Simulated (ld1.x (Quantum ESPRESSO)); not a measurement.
## Building the PAW potential for Mg (Z = 12) (revPBE, non-relativistic).

Input for ld1.x (Quantum ESPRESSO) 7.5:

```
&input
   title='Mg', zed=12., rel=0, dft='REVPBE', iswitch=3,
   config='[Ne] 3s1.5 3p0 3d-2',
   nld=3, rlderiv=1.30, eminld=-8.0, emaxld=5.0, deld=0.04
 /
 &inputp
   pseudotype=3, lpaw=.true., tm=.true., lloc=2,
   nlcc=.true., new_core_ps=.true.,
   which_augfun='PSQ', rmatch_augfun_nc=.true.,
   file_pseudopw='Mg.UPF', file_wfcaegen='ae.wfc', file_wfcncgen='nc.wfc', file_beta='beta', file_chi='chi', file_wfcusgen='us.wfc'
 /
5
2S  1  0   2.00   0.00  0.95  1.15  0.0
3S  2  0   1.50   0.00  0.95  1.15  0.0
2P  2  1   6.00   0.00  1.00  1.20  0.0
3P  3  1   0.00   0.00  1.00  1.20  0.0
3D  3  2  -2.00   0.35  1.15  1.15  0.0
 &test
   configts(1)='2s2 2p6 3s1.5 3p0'
 /
```

Command:

```bash
ld1.x < Mg.in > Mg.out
```

Resulting log (shortened: banner, matrices, multipoles, cross overlaps and the repeated all-electron block are left out):

```
Program LD1 v.7.5
     --------------------------- All-electron run ----------------------------

     Mg

     atomic number is 12.00
     dft =REVPBE   lsd =0 sic =0 latt =0  beta=0.20 tr2=1.0E-14
     Exchange-correlation= REVPBE
                           (   1   4   4   4   0   0   0)
     mesh =1129 r(mesh) = 100.99726 a.u. xmin = -7.00 dx = 0.01250
     1 Ry =  13.60569312 eV

     n l     nl                  e(Ry)          e(Ha)          e(eV)
     1 0     1S 1( 2.00)       -92.7459       -46.3729     -1261.8718
     2 0     2S 1( 2.00)        -6.1677        -3.0839       -83.9162
     2 1     2P 1( 6.00)        -3.7401        -1.8700       -50.8862
     3 0     3S 1( 1.50)        -0.5780        -0.2890        -7.8634
     3 1     3P 1( 0.00)        -0.2972        -0.1486        -4.0436

     final scf error:  9.8E-15 reached in  29 iterations

     Etot =    -399.842776 Ry,    -199.921388 Ha,   -5440.138109 eV

     Ekin =     399.135014 Ry,     199.567507 Ha,    5430.508519 eV
     Encl =    -954.354389 Ry,    -477.177195 Ha,  -12984.652953 eV
     Eh   =     187.975325 Ry,      93.987663 Ha,    2557.534592 eV
     Exc  =     -32.598726 Ry,     -16.299363 Ha,    -443.528267 eV

     normalization and overlap integrals

     s(1S/1S) =  1.000000  <r> =   0.1309  <r2> =    0.0231  r(max) =   0.0854
     s(2S/2S) =  1.000000  <r> =   0.6979  <r2> =    0.5864  r(max) =   0.5502
     s(2P/2P) =  1.000000  <r> =   0.6885  <r2> =    0.6087  r(max) =   0.4796
     s(3S/3S) =  1.000000  <r> =   2.9759  <r2> =   10.2831  r(max) =   2.4970
     s(3P/3P) =  1.000000  <r> =   3.9254  <r2> =   18.1519  r(max) =   3.1271

     ------------------------ End of All-electron run ------------------------

     --------------------- Generating PAW atomic setup --------------------

      Generating local pot.: lloc=2, matching radius rcloc =   1.1500

      Computing core charge for nlcc:

       r > 0.19 : true rho core
      Core charge pseudized with two Bessel functions
      Integrated core pseudo-charge :   1.59
      Wfc-us  2S rcutus= 1.150  Estimated cut-off energy=    39.42 Ry
      Wfc-us  3S rcutus= 1.150  Estimated cut-off energy=    81.17 Ry
      Wfc-us  2P rcutus= 1.209  Estimated cut-off energy=    56.16 Ry
      Wfc-us  3P rcutus= 1.209  Estimated cut-off energy=   106.86 Ry

     Required augmentation: PSQ   radius:    1.200000

     Q pseudized with Bessel functions
     Expected ecutrho=     369.7376 due to l1=  1   l2=  1

     Estimated PAW energy = -141.051235 Ryd

     ------------------- End of pseudopotential generation -------------------

     Computing logarithmic derivative in   1.29546
     Computing logarithmic derivative in   1.29546
     Computing the partial wave expansion
     R is outside the sphere for l=    0 j= 0.00
     R is outside the sphere for l=    0 j= 0.00
     R is outside the sphere for l=    1 j= 0.00
     R is outside the sphere for l=    1 j= 0.00
       no projector for channel:   2

     ---------------------- Testing the pseudopotential ----------------------

     Mg

     atomic number is 12.00   valence charge is 10.00
     dft = SLA  PW   REVX PBC   lsd =0 sic =0 latt =0  beta=0.20 tr2=1.0E-14
     mesh =1129 r(mesh) = 100.99726 xmin = -7.00 dx = 0.01250

     n l     nl             e AE (Ry)        e PS (Ry)    De AE-PS (Ry)
     1 0     2S   1( 2.00)       -6.16773       -6.16773       -0.00000
     2 1     2P   1( 6.00)       -3.74007       -3.74007       -0.00000
     2 0     3S   1( 1.50)       -0.57795       -0.57795       -0.00000
     3 1     3P   1( 0.00)       -0.29720       -0.29720       -0.00000

     eps = 4.1E-17  iter =  3

     Etot =    -399.842776 Ry,    -199.921388 Ha,   -5440.138109 eV
     Etotps =  -141.051235 Ry,     -70.525617 Ha,   -1919.099814 eV

     Ekin =     130.358518 Ry,      65.179259 Ha,    1773.617995 eV
     Encl =    -334.432460 Ry,    -167.216230 Ha,   -4550.185416 eV
     Ehrt =      95.621433 Ry,      47.810717 Ha,    1300.995878 eV
     Ecxc =     -32.598727 Ry,     -16.299363 Ha,    -443.528270 eV
     (Ecc =      -9.138896 Ry,      -4.569448 Ha,    -124.341018 eV)

     ---------------------- End of pseudopotential test ----------------------
```

Generation and configuration tests took about 0.99 s on one core of a shared server CPU.

Transferability test of the new file with ld1.x, input:

```
&input
   title='Mg', zed=12., rel=0, dft='REVPBE', iswitch=2,
   config='[Ne] 3s1.5 3p0 3d-2'
 /
 &test
   file_pseudo='Mg.UPF', nconf=8,
   configts(1)='2s2 2p6 3s1.5 3p0',
   configts(2)='2s2 2p6 3s2 3p0',
   configts(3)='2s2 2p6 3s1 3p0',
   configts(4)='2s2 2p6 3s0 3p0',
   configts(5)='2s2 2p6 3s1 3p1',
   configts(6)='2s1 2p6 3s2 3p0',
   configts(7)='2s2 2p6 3s0 3p1',
   configts(8)='2s2 2p6 3s0 3p2'
 /
```

```bash
ld1.x < Mg.test.in > Mg.test.out
```

Pseudopotential blocks of its output, shortened (energy terms left out):

```
     ---------------------- Testing the pseudopotential ----------------------

     n l     nl             e AE (Ry)        e PS (Ry)    De AE-PS (Ry)
     1 0     2S   1( 2.00)       -6.16773       -6.16773       -0.00000
     2 1     2P   1( 6.00)       -3.74007       -3.74007       -0.00000
     2 0     3S   1( 1.50)       -0.57795       -0.57795       -0.00000
     3 1     3P   1( 0.00)       -0.29720       -0.29720       -0.00000

     eps = 4.2E-17  iter =  3

     Etot =    -399.842776 Ry,    -199.921388 Ha,   -5440.138108 eV
     Etotps =  -141.051235 Ry,     -70.525617 Ha,   -1919.099814 eV

     ---------------------- End of pseudopotential test ----------------------

          ---------------------- Testing the pseudopotential ----------------------

     n l     nl             e AE (Ry)        e PS (Ry)    De AE-PS (Ry)
     1 0     2S   1( 2.00)       -5.85573       -5.85571       -0.00001
     2 1     2P   1( 6.00)       -3.42821       -3.42819       -0.00002
     2 0     3S   1( 2.00)       -0.34361       -0.34361        0.00000
     3 1     3P   1( 0.00)       -0.09893       -0.09893       -0.00000

     eps = 4.7E-15  iter = 11

     Etot =    -400.072327 Ry,    -200.036164 Ha,   -5443.261310 eV
     Etotps =  -141.280788 Ry,     -70.640394 Ha,   -1922.223044 eV
     dEtot_ae =      -0.229551 Ry
     dEtot_ps =      -0.229553 Ry,   Delta E=       0.000002 Ry

     ---------------------- End of pseudopotential test ----------------------

          ---------------------- Testing the pseudopotential ----------------------

     n l     nl             e AE (Ry)        e PS (Ry)    De AE-PS (Ry)
     1 0     2S   1( 2.00)       -6.51947       -6.51949        0.00002
     2 1     2P   1( 6.00)       -4.09157       -4.09160        0.00003
     2 0     3S   1( 1.00)       -0.82876       -0.82876        0.00000
     3 1     3P   1( 0.00)       -0.51593       -0.51593        0.00001

     eps = 2.2E-15  iter =  7

     Etot =    -399.491627 Ry,    -199.745814 Ha,   -5435.360483 eV
     Etotps =  -140.700087 Ry,     -70.350043 Ha,   -1914.322204 eV
     dEtot_ae =       0.351149 Ry
     dEtot_ps =       0.351148 Ry,   Delta E=       0.000001 Ry

     ---------------------- End of pseudopotential test ----------------------

          ---------------------- Testing the pseudopotential ----------------------

     n l     nl             e AE (Ry)        e PS (Ry)    De AE-PS (Ry)
     1 0     2S   1( 2.00)       -7.32800       -7.32810        0.00010
     2 1     2P   1( 6.00)       -4.89876       -4.89888        0.00012
     2 0     3S   1( 0.00)       -1.35675       -1.35676        0.00000
     3 1     3P   1( 0.00)       -0.96207       -0.96211        0.00004

     eps = 2.9E-16  iter =  7

     Etot =    -398.394854 Ry,    -199.197427 Ha,   -5420.438132 eV
     Etotps =  -139.603313 Ry,     -69.801657 Ha,   -1899.399836 eV
     dEtot_ae =       1.447922 Ry
     dEtot_ps =       1.447922 Ry,   Delta E=      -0.000000 Ry

     ---------------------- End of pseudopotential test ----------------------

          ---------------------- Testing the pseudopotential ----------------------

     n l     nl             e AE (Ry)        e PS (Ry)    De AE-PS (Ry)
     1 0     2S   1( 2.00)       -6.00745       -6.00731       -0.00014
     2 1     2P   1( 6.00)       -3.57906       -3.57887       -0.00018
     2 0     3S   1( 1.00)       -0.41223       -0.41222       -0.00001
     3 1     3P   1( 1.00)       -0.15194       -0.15194        0.00000

     eps = 3.2E-15  iter =  8

     Etot =    -399.819225 Ry,    -199.909613 Ha,   -5439.817684 eV
     Etotps =  -141.027690 Ry,     -70.513845 Ha,   -1918.779471 eV
     dEtot_ae =       0.023551 Ry
     dEtot_ps =       0.023545 Ry,   Delta E=       0.000006 Ry

     ---------------------- End of pseudopotential test ----------------------

          ---------------------- Testing the pseudopotential ----------------------

     n l     nl             e AE (Ry)        e PS (Ry)    De AE-PS (Ry)
     1 0     2S   1( 1.00)       -7.60139       -7.60428        0.00289
     2 1     2P   1( 6.00)       -5.19142       -5.19507        0.00365
     2 0     3S   1( 2.00)       -1.03974       -1.03987        0.00013
     3 1     3P   1( 0.00)       -0.65878       -0.65992        0.00114

     eps = 3.8E-15  iter = 13

     Etot =    -393.364233 Ry,    -196.682116 Ha,   -5351.993033 eV
     Etotps =  -134.571295 Ry,     -67.285647 Ha,   -1830.935738 eV
     dEtot_ae =       6.478543 Ry
     dEtot_ps =       6.479940 Ry,   Delta E=      -0.001397 Ry

     ---------------------- End of pseudopotential test ----------------------

          ---------------------- Testing the pseudopotential ----------------------

     n l     nl             e AE (Ry)        e PS (Ry)    De AE-PS (Ry)
     1 0     2S   1( 2.00)       -6.65369       -6.65341       -0.00028
     2 1     2P   1( 6.00)       -4.22449       -4.22414       -0.00035
     2 0     3S   1( 0.00)       -0.88796       -0.88793       -0.00003
     3 1     3P   1( 1.00)       -0.57134       -0.57135        0.00001

     eps = 9.6E-15  iter = 13

     Etot =    -399.176445 Ry,    -199.588223 Ha,   -5431.072218 eV
     Etotps =  -140.384925 Ry,     -70.192463 Ha,   -1910.034213 eV
     dEtot_ae =       0.666331 Ry
     dEtot_ps =       0.666309 Ry,   Delta E=       0.000021 Ry

     ---------------------- End of pseudopotential test ----------------------

          ---------------------- Testing the pseudopotential ----------------------

     n l     nl             e AE (Ry)        e PS (Ry)    De AE-PS (Ry)
     1 0     2S   1( 2.00)       -6.14436       -6.14399       -0.00036
     2 1     2P   1( 6.00)       -3.71496       -3.71450       -0.00046
     2 0     3S   1( 0.00)       -0.46638       -0.46635       -0.00003
     3 1     3P   1( 2.00)       -0.19534       -0.19534       -0.00000

     eps = 6.8E-15  iter = 16

     Etot =    -399.553465 Ry,    -199.776732 Ha,   -5436.201825 eV
     Etotps =  -140.761945 Ry,     -70.380973 Ha,   -1915.163830 eV
     dEtot_ae =       0.289311 Ry
     dEtot_ps =       0.289290 Ry,   Delta E=       0.000022 Ry

     ---------------------- End of pseudopotential test ----------------------
```
